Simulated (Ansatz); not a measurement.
Relaxation of Mg2F5⁻ with RKS PBE-D4/def2-SVPD.

```sh
$ ansatz run in.yaml --threads 4 --pin off --events-out ev --progress --plain --max-ram 4787MiB
```

```yaml
crystal:
  periodic: [false, false, false]
  atoms:
    - {symbol: Mg, position_ang: [0.091050, 1.472890, 0.379210]}
    - {symbol: Mg, position_ang: [-0.079370, -1.204580, -0.297200]}
    - {symbol: F, position_ang: [1.246860, 0.137900, 0.419610]}
    - {symbol: F, position_ang: [-0.457660, -2.471540, 0.814160]}
    - {symbol: F, position_ang: [0.221530, 3.134690, 0.756990]}
    - {symbol: F, position_ang: [0.233830, -1.507630, -1.969290]}
    - {symbol: F, position_ang: [-1.256230, 0.438270, -0.103480]}
basis:
  gaussian: {orbitals: def2-SVPD}
total_charge: -1
hamiltonian: {xc: pbe, dispersion: d4}
scf: {lower_state_search: "off"}
output: {orbitals: {seedname: orbitals}}
relax: {f_tol: 0.02, max_steps: 100}
```

It took 7.5 s on 4 threads of Arm Neoverse V2 on a shared host.

Positions (Å) and forces (eV/Å) at steps 1, 2, 3, 4, 6 of 6:

```xyz
7
step=1 energy=-24453.9606 eV
Mg    0.091    1.473    0.379    0.030    0.368    0.045
Mg   -0.079   -1.205   -0.297    0.019    1.322    0.530
F     1.247    0.138    0.420    1.183   -1.206    0.060
F    -0.458   -2.472    0.814   -0.509   -1.537    1.567
F     0.222    3.135    0.757    0.171    2.232    0.493
F     0.234   -1.508   -1.969    0.432   -0.241   -2.222
F    -1.256    0.438   -0.103   -1.327   -0.937   -0.473
7
step=2 energy=-24454.2913 eV
Mg    0.084    1.492    0.427    0.030    0.308    0.020
Mg   -0.078   -1.229   -0.308    0.020    0.790    0.240
F     1.260    0.127    0.402    0.700   -0.756    0.055
F    -0.473   -2.495    0.860   -0.300   -0.854    0.956
F     0.225    3.201    0.767    0.089    1.249    0.293
F     0.241   -1.523   -2.022    0.255   -0.140   -1.303
F    -1.260    0.427   -0.125   -0.795   -0.597   -0.261
7
step=3 energy=-24454.4912 eV
Mg    0.108    1.547    0.354   -0.038    0.206    0.309
Mg   -0.072   -1.262   -0.351   -0.061    0.094    0.238
F     1.285    0.102    0.353    0.118   -0.077   -0.113
F    -0.500   -2.443    0.995   -0.001   -0.051    0.013
F     0.191    3.266    0.947    0.014   -0.116   -0.140
F     0.249   -1.612   -2.121    0.037    0.002   -0.151
F    -1.262    0.402   -0.176   -0.069   -0.057   -0.155
7
step=4 energy=-24454.4940 eV
Mg    0.149    1.542    0.389   -0.238    0.104    0.143
Mg   -0.094   -1.242   -0.354    0.055   -0.105    0.146
F     1.317    0.098    0.332    0.099   -0.100   -0.067
F    -0.506   -2.435    0.994   -0.001    0.027   -0.003
F     0.135    3.265    0.951    0.083   -0.014   -0.059
F     0.234   -1.642   -2.117    0.020    0.025   -0.103
F    -1.234    0.415   -0.194   -0.017    0.062   -0.057
7
step=6 energy=-24454.5077 eV
Mg    0.092    1.529    0.428    0.000    0.005    0.002
Mg   -0.075   -1.253   -0.352    0.000   -0.002   -0.001
F     1.297    0.099    0.331   -0.002    0.000    0.000
F    -0.497   -2.429    1.004    0.000    0.000    0.000
F     0.195    3.268    0.921    0.000   -0.002   -0.001
F     0.251   -1.616   -2.131    0.000    0.000    0.000
F    -1.264    0.403   -0.202    0.002   -0.001    0.001
```

Another isomer (singlet) lies 0.60 eV lower at PBE0-D4/def2-TZVPD; other spin states weren't run for this one.
